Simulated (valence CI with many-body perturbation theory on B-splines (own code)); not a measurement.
# Energy levels of Lu LVII

Calculated by valence CI with perturbative core correlation (CI+MBPT): five valence electrons over a frozen Dirac-Fock core [Ne], a basis of 9 s, 9 p, 8 d, 6 f, 3 g, 1 h functions for each j, with the one-electron correlation potential Σ1 (screened to all orders), the two-electron term Σ2, the three-electron term Σ3, Breit, model QED; selected single and double excitations, second order for the rest (own B-spline code, finite nucleus).

No measured spectrum was set against this ion. As an estimate, large intervals hold to a few tenths of a per cent, small ones and those within an open d or f shell to about a per cent. Among the levels kept, up to 560 cm⁻¹ of a level comes from second order outside the variational space, and about a tenth of that is noise between levels of different J, which matters for small intervals.

Levels 1 to 45 of 51, with energies above the lowest level, (3s^2 3p1/2^2 3p3/2) J=3/2. "Leading %" is the weight of the configuration and term that name the level; weights of strongly mixed levels are sums over their largest components and can fall short. In the jj column 3d3/2^4 stands for four electrons in 3d with j = 3/2. Lifetimes count E1, E2, E3, M1 and M2 decay at the calculated energies, and are blank where another channel may lead or the interval is too uncertain; long ones can be off by a factor of two.

| No. | Configuration | Term | J | E (Ry) | Leading % | Leading jj | Lifetime | g |
| --- | --- | --- | --- | --- | --- | --- | --- | --- |
| 1 | 3s²3p³ | ²P° | 3/2 | 0.000 | 48 | 3s^2 3p1/2^2 3p3/2 (99 %) |  | 1.346 |
| 2 | 3s²3p²3d | ²D | 3/2 | 16.000 | 40 | 3s^2 3p1/2^2 3d3/2 (99 %) | 91.8 ps | 0.778 |
| 3 | 3s²3p³ | ⁴S° | 3/2 | 20.451 | 55 | 3s^2 3p1/2 3p3/2^2 (99 %) | 4.74 ns | 1.453 |
| 4 | 3s²3p³ | ²D° | 5/2 | 21.281 | 99 | 3s^2 3p1/2 3p3/2^2 (99 %) | 18.7 ns | 1.187 |
| 5 | 3s²3p²3d | ²D | 5/2 | 21.807 | 32 | 3s^2 3p1/2^2 3d5/2 (98 %) | 5.38 ps | 1.198 |
| 6 | 3s²3p³ | ²P° | 1/2 | 22.349 | 99 | 3s^2 3p1/2 3p3/2^2 (99 %) | 7.86 ns | 0.649 |
| 7 | 3s3p⁴ | ⁴P | 5/2 | 32.456 | 66 | 3s 3p1/2^2 3p3/2^2 (92 %) | 3.82 ps | 1.458 |
| 8 | 3s3p⁴ | ²P | 3/2 | 34.556 | 33 | 3s 3p1/2^2 3p3/2^2 (69 %) | 1.44 ps | 1.147 |
| 9 | 3s3p⁴ | ²S | 1/2 | 34.656 | 54 | 3s 3p1/2^2 3p3/2^2 (85 %) | 1.97 ps | 2.061 |
| 10 | 3s²3p²3d | ⁴F | 5/2 | 36.285 | 46 | 3s^2 3p1/2 3p3/2 3d3/2 (98 %) | 136 ps | 0.956 |
| 11 | 3s²3p²3d | ⁴D | 1/2 | 36.507 | 80 | 3s^2 3p1/2 3p3/2 3d3/2 (99 %) | 100 ps | 0.210 |
| 12 | 3s²3p²3d | ⁴F | 3/2 | 36.513 | 33 | 3s^2 3p1/2 3p3/2 3d3/2 (92 %) | 5.02 ps | 0.904 |
| 13 | 3s²3p²3d | ²G | 7/2 | 37.145 | 51 | 3s^2 3p1/2 3p3/2 3d3/2 (98 %) | 1.19 ns | 1.026 |
| 14 | 3s²3p²3d | ²D | 5/2 | 39.205 | 36 | 3s^2 3p1/2 3p3/2 3d3/2 (92 %) | 427 fs | 1.164 |
| 15 | 3s²3p²3d | ²P | 1/2 | 39.886 | 38 | 3s^2 3p1/2 3p3/2 3d3/2 (88 %) | 326 fs | 1.665 |
| 16 | 3s²3p²3d | ²D | 3/2 | 39.912 | 26 | 3s^2 3p1/2 3p3/2 3d3/2 (77 %) | 232 fs | 1.222 |
| 17 | 3s²3p²3d | ⁴D | 7/2 | 41.226 | 47 | 3s^2 3p1/2 3p3/2 3d5/2 (99 %) | 1.04 ns | 1.302 |
| 18 | 3s²3p²3d | ²P | 3/2 | 42.056 | 45 | 3s^2 3p1/2 3p3/2 3d5/2 (96 %) | 6.33 ps | 1.338 |
| 19 | 3s²3p²3d | ²G | 9/2 | 42.133 | 62 | 3s^2 3p1/2 3p3/2 3d5/2 (99 %) | 297 ns | 1.183 |
| 20 | 3s²3p²3d | ²F | 5/2 | 42.313 | 36 | 3s^2 3p1/2 3p3/2 3d5/2 (96 %) | 7.22 ps | 1.121 |
| 21 | 3s²3p³ | ²P° | 3/2 | 42.930 | 51 | 3s^2 3p3/2^3 (98 %) | 1.45 ns | 1.302 |
| 22 | 3s²3p²3d | ²D | 5/2 | 43.794 | 41 | 3s^2 3p1/2 3p3/2 3d5/2 (94 %) | 1.59 ps | 1.270 |
| 23 | 3s²3p²3d | ²F | 7/2 | 43.843 | 60 | 3s^2 3p1/2 3p3/2 3d5/2 (96 %) | 2.53 ps | 1.120 |
| 24 | 3s²3p²3d | ²D | 3/2 | 44.446 | 61 | 3s^2 3p1/2 3p3/2 3d5/2 (97 %) | 3.24 ps | 0.930 |
| 25 | 3s²3p²3d | ²P | 1/2 | 44.717 | 54 | 3s^2 3p1/2 3p3/2 3d5/2 (95 %) | 2.28 ps | 1.229 |
| 26 | 3s3p³3d | ⁴D° | 5/2 | 48.130 | 29 | 3s 3p1/2^2 3p3/2 3d3/2 (95 %) | 27.3 ps | 1.263 |
| 27 | 3s3p³3d | ⁴D° | 3/2 | 48.283 | 26 | 3s 3p1/2^2 3p3/2 3d3/2 (95 %) | 13.1 ps | 1.262 |
| 28 | 3s3p³3d | ⁴P° | 1/2 | 48.428 | 45 | 3s 3p1/2^2 3p3/2 3d3/2 (96 %) | 28.2 ps | 2.397 |
| 29 | 3s3p³3d | ⁴F° | 7/2 | 48.850 | 23 | 3s 3p1/2^2 3p3/2 3d3/2 (92 %) | 27.4 ps | 1.255 |
| 30 | 3s3p³3d | ²D° | 3/2 | 50.139 | 27 | 3s 3p1/2^2 3p3/2 3d3/2 (82 %) | 2.00 ps | 1.003 |
| 31 | 3s3p³3d | ⁴G° | 5/2 | 50.972 | 21 | 3s 3p1/2^2 3p3/2 3d3/2 (80 %) | 1.11 ps | 0.875 |
| 32 | 3s3p³3d | ⁴D° | 1/2 | 51.268 | 43 | 3s 3p1/2^2 3p3/2 3d3/2 (87 %) | 975 fs | 0.557 |
| 33 | 3s3p³3d | ⁴F° | 9/2 | 53.114 | 48 | 3s 3p1/2^2 3p3/2 3d5/2 (98 %) | 30.3 ps | 1.350 |
| 34 | 3s²3p3d² | ⁴G° | 5/2 | 53.237 | 43 | 3s^2 3p1/2 3d3/2^2 (80 %) | 726 fs | 0.779 |
| 35 | 3s3p⁴ | ⁴P | 3/2 | 53.727 | 69 | 3s 3p1/2 3p3/2^3 (87 %) | 1.16 ps | 1.489 |
| 36 | 3s3p³3d | ⁴D° | 5/2 | 54.268 | 30 | 3s 3p1/2^2 3p3/2 3d5/2 (96 %) | 3.12 ps | 1.378 |
| 37 | 3s3p³3d | ⁴D° | 7/2 | 54.825 | 30 | 3s 3p1/2^2 3p3/2 3d5/2 (88 %) | 3.51 ps | 1.257 |
| 38 | 3s3p³3d | ²D° | 3/2 | 54.947 | 32 | 3s 3p1/2^2 3p3/2 3d5/2 (87 %) | 3.80 ps | 1.131 |
| 39 | 3s3p⁴ | ²D | 5/2 | 54.971 | 63 | 3s 3p1/2 3p3/2^3 (86 %) | 1.17 ps | 1.292 |
| 40 | 3s3p³3d | ²F° | 7/2 | 56.026 | 27 | 3s 3p1/2^2 3p3/2 3d5/2 (88 %) | 1.11 ps | 1.174 |
| 41 | 3s²3p3d² | ⁴D° | 1/2 | 56.158 | 37 | 3s^2 3p1/2 3d3/2^2 (87 %) | 348 fs | 0.632 |
| 42 | 3s3p⁴ | ²P | 1/2 | 56.385 | 46 | 3s 3p1/2 3p3/2^3 (74 %) | 594 fs | 1.372 |
| 43 | 3s²3p3d² | ⁴F° | 3/2 | 56.434 | 32 | 3s^2 3p1/2 3d3/2^2 (79 %) | 220 fs | 0.783 |
| 44 | 3s3p⁴ | ²P | 3/2 | 56.556 | 40 | 3s 3p1/2 3p3/2^3 (76 %) | 513 fs | 1.127 |
| 45 | 3s3p³3d | ²P° | 1/2 | 56.617 | 46 | 3s 3p1/2^2 3p3/2 3d5/2 (95 %) | 3.17 ps | 0.649 |

The ionisation energy to 3s²3p² ³P0 of the next ion comes out as 5527.4 eV (NIST: 5525 ± 5 eV (theoretical)). All 51 levels together are meant to be complete up to 59.274 Ry.
